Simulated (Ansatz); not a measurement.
The cluster K₉H₈⁺: single points at one geometry.

```yaml
crystal:
  periodic: [false, false, false]
  atoms:
    - {symbol: K, position_ang: [-1.277094, -3.791950, 0.227056]}
    - {symbol: K, position_ang: [1.757744, -2.130722, 1.933337]}
    - {symbol: K, position_ang: [-1.985521, -0.303736, 3.917226]}
    - {symbol: K, position_ang: [1.738281, 1.959762, -1.739344]}
    - {symbol: K, position_ang: [1.517405, -2.296840, -2.122203]}
    - {symbol: K, position_ang: [-1.357645, 0.000032, -3.465956]}
    - {symbol: K, position_ang: [-0.974691, 0.075252, 0.282358]}
    - {symbol: K, position_ang: [-1.397283, 4.093368, -0.352312]}
    - {symbol: K, position_ang: [1.412350, 2.452174, 2.179685]}
    - {symbol: H, position_ang: [-1.270829, -1.896612, -1.601622]}
    - {symbol: H, position_ang: [-1.057535, -2.014817, 2.291920]}
    - {symbol: H, position_ang: [1.031231, 3.834396, 0.084126]}
    - {symbol: H, position_ang: [1.280038, -3.698224, 0.059634]}
    - {symbol: H, position_ang: [1.210376, -0.033947, -3.336742]}
    - {symbol: H, position_ang: [-1.375736, 1.911041, -1.653358]}
    - {symbol: H, position_ang: [1.800369, 0.203323, 0.686610]}
    - {symbol: H, position_ang: [-1.051451, 1.637499, 2.609585]}
basis:
  gaussian: {orbitals: STO-3G}
total_charge: 1
hamiltonian: {xc: hf}
scf: {omitted_lower_state_checks: [starts]}
output: {orbitals: {seedname: orbitals}}
```

The file start.molden holds the orbitals of an earlier run on this structure, at another level or in another basis.

```sh
$ ansatz run in.yaml --threads 4 --pin off --events-out ev --progress --plain --max-ram 4787MiB
```

Shortened log:

```
Functional definition: HF
1539 factors; integrals over basis functions are off by at most 5.2e-4 eV
mean field evaluation 1: about -145365.1715 eV, gradient 1.7e1 eV
mean field evaluation 2: about -145366.0172 eV, gradient 1.8e1 eV
mean field evaluation 4: about -145368.3812 eV, gradient 5.6e-1 eV
mean field evaluation 8: about -145368.3879 eV, gradient 9.9e-5 eV
mean field -145368.38790181 eV, -5342.1897211591 hartree, gradient 2.1e-5 eV, S^2 0.000000; 0 other end points of the search recorded, 0 dependent functions left out
reference -145368.38790181 eV, -5342.1897211591 hartree; 89, 89 occupied and 36, 36 virtual orbitals, 1539 factors
Total energy: -145368.38790181 eV, -5342.1897211591 hartree
Checks for a lower state left out: starts
```

Hardware: 4 threads of Arm Neoverse V2 on a shared host. Wall time 1.9 s.

First input, but with `gaussian: {orbitals: def2-TZVP, initial_orbitals: start.molden}`, `hamiltonian: {xc: pbe, dispersion: d4}`, `output: {forces: true, orbitals: {seedname: orbitals}}` (abridged; 22 s):

```
Functional definition: PBE
mean field -146996.52288888 eV, -5402.0225783445 hartree, gradient 1.3e-5 eV, S^2 0.000000
Total energy: -146997.29901873 eV, -5402.0511005905 hartree
Atom 0 force    -0.007101     0.010832    -0.014367 eV/Å
Atom 1 force    -0.007853     0.013127     0.009412 eV/Å
Atom 2 force     0.001445     0.021100    -0.003028 eV/Å
Atom 3 force    -0.046348    -0.035680     0.039381 eV/Å
Atom 4 force    -0.031386     0.033442     0.008223 eV/Å
Atom 5 force    -0.011919     0.019534     0.005094 eV/Å
Atom 6 force     0.016845    -0.015133    -0.024476 eV/Å
Atom 7 force    -0.013709    -0.048231     0.004900 eV/Å
Atom 8 force     0.013290     0.002640    -0.029678 eV/Å
Atom 9 force     0.025667    -0.007039     0.032443 eV/Å
Atom 10 force     0.032279     0.025425    -0.014455 eV/Å
Atom 11 force     0.034832    -0.054992    -0.015456 eV/Å
Atom 12 force     0.004567     0.012637    -0.043754 eV/Å
Atom 13 force     0.020921     0.002081     0.068394 eV/Å
Atom 14 force     0.037479    -0.001192     0.026409 eV/Å
Atom 15 force    -0.044531     0.030997    -0.022562 eV/Å
Atom 16 force    -0.024478    -0.009549    -0.026481 eV/Å
Dipole moment:    -0.827611     0.108971     1.173951 e Å
Checks for a lower state left out: starts
```

First input, but with `gaussian: {orbitals: def2-SVP, initial_orbitals: start.molden}`, `hamiltonian: {xc: pbe0, dispersion: d4}` (abridged; 22 s):

```
Functional definition: PBE0
mean field -146989.56991646 eV, -5401.7670613209 hartree, gradient 3.3e-5 eV, S^2 0.000000
Total energy: -146990.26323170 eV, -5401.7925401862 hartree
Checks for a lower state left out: starts
```

First input, but with `gaussian: {orbitals: def2-TZVP, initial_orbitals: start.molden}` (abridged; 23 s):

```
Functional definition: HF
the host lacks memory for fits, so the integrals are decomposed
mean field -146858.34571961 eV, -5396.9446610338 hartree, gradient 1.3e-5 eV, S^2 0.000000
Total energy: -146858.34571961 eV, -5396.9446610338 hartree
Checks for a lower state left out: starts
```

First input, but with `gaussian: {orbitals: def2-TZVP}`, `hamiltonian: {xc: pbe0, dispersion: d4}` (abridged; 35 s):

```
Functional definition: PBE0
the host lacks memory for fits, so the integrals are decomposed
mean field -147008.71097954 eV, -5402.4704824148 hartree, gradient 7.6e-5 eV, S^2 0.000000
Total energy: -147009.40426379 eV, -5402.4959601412 hartree
Checks for a lower state left out: starts
```

The first input with `gaussian: {orbitals: def2-SVP, initial_orbitals: start.molden}`, `hamiltonian: {xc: pbe}`, `correlation: {method: rpa}` and without the key `output` (abridged; 29 s):

```
Functional definition: PBE
mean field -146977.04645449 eV, -5401.3068325822 hartree, gradient 1.4e-6 eV, S^2 0.000000
45 core orbitals not correlated: weight in the atoms' cores, before any rotation towards them, 1.000 or more for the frozen orbitals, at most 0.000 for the correlated occupied ones
Total energy: -146869.04949270 eV, -5397.3380174394 hartree
Checks for a lower state left out: starts
```

As the first input, with `gaussian: {orbitals: def2-SVP, initial_orbitals: start.molden}`, `correlation: {method: mp2}` and without the key `hamiltonian` (abridged; 15 s):

```
Functional definition: HF
mean field -146839.63641931 eV, -5396.2571069294 hartree, gradient 1.6e-6 eV, S^2 0.000000
45 core orbitals not correlated: weight in the atoms' cores, before any rotation towards them, 1.000 or more for the frozen orbitals, at most 0.000 for the correlated occupied ones
second order -16.60148928 eV of doubles, -0.00000000 eV of singles
Total energy: -146856.23790859 eV, -5396.8672004076 hartree
Checks for a lower state left out: starts
```

Geometry: r2SCAN-D4/def2-SVP, loosely relaxed.

Correlated methods freeze 45 core orbitals; core or outer-core shells of K are correlated, in sets that lack core-valence functions. The geometry of the charge 1 singlet is only loosely relaxed. The structure comes from a short search, and lower isomers may exist.
